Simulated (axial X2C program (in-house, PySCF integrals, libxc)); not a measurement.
Potential curves of RbSi, with spin–orbit coupling

Computed with an in-house all-electron X2C program for linear molecules (integrals from PySCF). Two-component (2c) means X2C with spin–orbit coupling and atomic mean-field two-electron Coulomb and Gaunt terms. Basis: Rb dyall-cv3z [12s13p8d4f1g], Si dyall-v3z [8s7p2d1f] (cores contracted in-house); Gaussian nuclei, density fitting, unrestricted open shells. Masses: Rb 84.912 u, Si 27.977 u.

State: Ω = 3/2 (⟨Sz⟩ = 1.50, ⟨Lz⟩ = 0.00 at PBE50). Energies in kJ/mol from the fragments at the same level (Rb + Si). Fits are polynomials in 1 − R0/R over 0.85 to 1.23 times the lowest point R0.

| R (Å) | PBE50 | CCSD | B3LYP |
| --- | --- | --- | --- |
| 2.7431 | -131.30 |  | -99.11 |
| 2.8692 | -148.31 | -126.11 | -116.65 |
| 2.9638 | -155.65 | -134.96 | -124.61 |
| 3.0584 | -159.43 | -140.01 | -129.16 |
| 3.1530 | -160.44 | -142.06 | -131.05 |
| 3.2634 | -158.95 | -141.55 | -130.69 |
| 3.3737 | -155.34 | -138.70 | -128.31 |
| 3.5156 | -148.53 | -132.62 | -123.20 |
| 3.6890 | -138.17 |  | -115.09 |
| 3.9413 | -121.24 |  | -101.76 |
| 4.2881 | -97.67 |  | -83.66 |
| 4.7295 | -70.84 |  | -64.05 |

Correlated methods: 13 electrons correlated (number of frozen shells: Rb 3 s, 2 p, 1 d; Si 2 s, 1 p), 233 virtual spin orbitals or spinors in MP2, 131 natural virtuals in coupled cluster.

The state is one determinant whose occupation by symmetry is held fixed; it was picked as the lowest of a PBE0 search that is not exhaustive. Dissociation energies refer to the lowest single-determinant-based atoms at the same level and basis. Density functionals use the spin component along the axis (collinear). CCSD ran in a truncated set of natural virtual spinors with an MP2 remainder; without triples it tends to underbind. In 2c an atomic determinant is not the ground J level, so De misses part of the atomic spin–orbit lowering. This holds for PBE50, CCSD, B3LYP. PBE0 can misorder states that lie within some tenths of an eV, so this need not be the ground state of the molecule. The nearest other 2c determinant of the search, Ω = 1/2, lies 0.45 eV up at the distance of the search. Without a current term, density functionals place determinants with orbital angular momentum somewhat too high. With several unpaired electrons one determinant need not be a pure state. This is the top spin component of a Σ state; components of lower Ω are not single determinants and can lie lower. Coupled cluster ran on the points near the minimum only. MP2 and coupled cluster on one determinant become unreliable at the stretched end.

(1) Fit the PBE50 curve near its minimum: give the equilibrium distance, the harmonic wavenumber and the well depth.

(2) Fit the CCSD curve near its minimum: give the equilibrium distance, the harmonic wavenumber and the well depth.

(3) Fit the B3LYP curve near its minimum: give the equilibrium distance, the harmonic wavenumber and the well depth.

## Answers

(1) At PBE50, 2c: Re = 3.146 Å, ωe ≈ 180 cm⁻¹, De = 1.66 eV to Rb + Si; Be follows as 0.0809 cm⁻¹.

(2) At CCSD, 2c: Re = 3.187 Å, ωe ≈ 178 cm⁻¹, De = 1.47 eV to Rb + Si; Be follows as 0.0789 cm⁻¹.

(3) At B3LYP, 2c: Re = 3.191 Å, ωe ≈ 166 cm⁻¹, De = 1.36 eV to Rb + Si; Be follows as 0.0787 cm⁻¹.
